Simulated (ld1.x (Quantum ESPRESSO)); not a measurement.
**Which change was made? (Os, ultrasoft)**

```
Element                 : osmium
Generator               : ld1.x (Quantum ESPRESSO) 7.5
Type                    : ultrasoft
Functional              : PW91
Relativity              : scalar-relativistic
Frozen core             : [Xe] 4f14
Valence charge          : 8
Reference configuration : 5d6 6s2 6p0
Partial waves           : 6s (bound): rcut 2.15, rcutus 2.95 bohr; 6s channel at -0.1 Ry: rcut 2.15, rcutus 2.95 bohr; 6p (bound, empty): rcut 3.20, rcutus 3.50 bohr; 6p channel at 1.3 Ry: rcut 3.20, rcutus 3.50 bohr; 5d (bound): rcut 1.95, rcutus 2.10 bohr; 5d channel at 0.45 Ry: rcut 1.95, rcutus 2.10 bohr; 5f channel at 0.3 Ry: rcut 2.10, rcutus 2.70 bohr; 5f channel at 2.2 Ry: rcut 2.10, rcutus 2.70 bohr
Local potential         : all-electron potential smoothed inside 2.15 bohr (lloc = -2)
Core correction         : Bessel-smoothed model core, default radius (core density twice the valence density)
Augmentation charge     : built from norm-conserving waves at rcut, not smoothed further
```

Cutoffs, loose and tight: the cutoffs (Ry, on a coarse ladder) from which the occupation-weighted sum of valence levels, in a spherical-Bessel basis at the reference potential, stays within 10 and 1 mRy of its value at 400 Ry. They do not see the model core or the augmentation charge, which bear on the density cutoff. Test errors are all-electron minus pseudo excitation energies from the reference, over the configurations 5d6 6s1 6p0; 5d6 6s0 6p0; 5d5 6s0 6p0; 5d6 6s0 6p1; 5d5 6s2 6p0; 5d6 6s0 6p2; 5d6.5 6s1.5 6p0; variants that change the core or the reference have their own tests. The largest error is taken over the tests solved by every variant that gives reliable tests at all, those not shown here included: 5d5 6s0 6p0; 5d6 6s0 6p0; 5d6 6s1 6p0.

The base gives: outcome: generated; cutoff, loose: 25 Ry; cutoff, tight: 40 Ry; bound ghosts: p; largest test error (meV): -104.

Question: After one change the result is: outcome: generated, overlap not positive; bound ghosts: p3/2 (p1/2 not tested, overlap not positive); largest test error (meV): -98. Which change was it?
A. type RRKJ; waves now 6s (bound): rc 2.95 bohr; 6p (bound): rc 3.50 bohr; 5d (bound): rc 2.10 bohr; 5f channel at 0.3 Ry: rc 2.70 bohr; local potential all-electron potential smoothed inside 2.45 bohr (lloc = -1); rho0 0.001
B. fully relativistic; removed wave 5f channel at 2.2 Ry: rcut 2.10, rcutus 2.70 bohr
C. functional PBE
D. local potential all-electron potential smoothed inside 1.40 bohr (lloc = -2)

Answer: B. The others give: type RRKJ; waves now 6s (bound): rc 2.95 bohr; 6p (bound): rc 3.50 bohr; 5d (bound): rc 2.10 bohr; 5f channel at 0.3 Ry: rc 2.70 bohr; local potential all-electron potential smoothed inside 2.45 bohr (lloc = -1); rho0 0.001 → outcome: generated; cutoff, loose: 35 Ry; cutoff, tight: 35 Ry; bound ghosts: none; largest test error (meV): -113 | local potential all-electron potential smoothed inside 1.40 bohr (lloc = -2) → outcome: generated; cutoff, loose: 25 Ry; cutoff, tight: 40 Ry; bound ghosts: s, p; largest test error (meV): -104 | functional PBE → outcome: generated; cutoff, loose: 25 Ry; cutoff, tight: 40 Ry; bound ghosts: p; largest test error (meV): -105. A file whose overlap is not positive is unfit for use, and its test errors describe a broken file.
